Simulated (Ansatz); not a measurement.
One change: `C=CCO[SiH3]` becomes `[SiH3]OC[SiH2]Cl`.

Ansatz, PBE0-D4/def2-TZVP geometries, multiplicity 1. Each molecule was computed in one conformer, which needn't be the lowest.

```csv
property,`C=CCO[SiH3]`
HOMO–LUMO gap (ωB97M-V/def2-TZVPP) / eV,11.79
size of the dipole moment (ωB97M-V/def2-TZVPP) / D,1.02
HOMO energy (B3LYP/def2-TZVPP) / eV,-7.53
LUMO energy (PBE/def2-TZVPP) / eV,-1.18
size of the dipole moment (B3LYP/def2-TZVPP) / D,1.01
size of the dipole moment (PBE/def2-TZVPP) / D,0.95
```

(1) What does the change do to each property? (Best estimate.)

Answers

(1) Computed: 
```
                                          property  `[SiH3]OC[SiH2]Cl`  shift
           HOMO–LUMO gap (ωB97M-V/def2-TZVPP) / eV               12.12   0.33
size of the dipole moment (ωB97M-V/def2-TZVPP) / D                1.20   0.18
               HOMO energy (B3LYP/def2-TZVPP) / eV               -8.21  -0.68
                 LUMO energy (PBE/def2-TZVPP) / eV               -1.21  -0.03
  size of the dipole moment (B3LYP/def2-TZVPP) / D                1.24   0.23
    size of the dipole moment (PBE/def2-TZVPP) / D                1.21   0.26
```

With PBE0 the HOMO falls by 0.68 eV and the LUMO falls by 0.15 eV, so the gap widens by about 0.53 eV. PBE moves the HOMO by -0.50 eV and ωB97M-V by -0.66 eV. Dipoles are sizes alone; their direction can turn.

B3LYP here is the variant with VWN-RPA as its local correlation; programs differ in this.
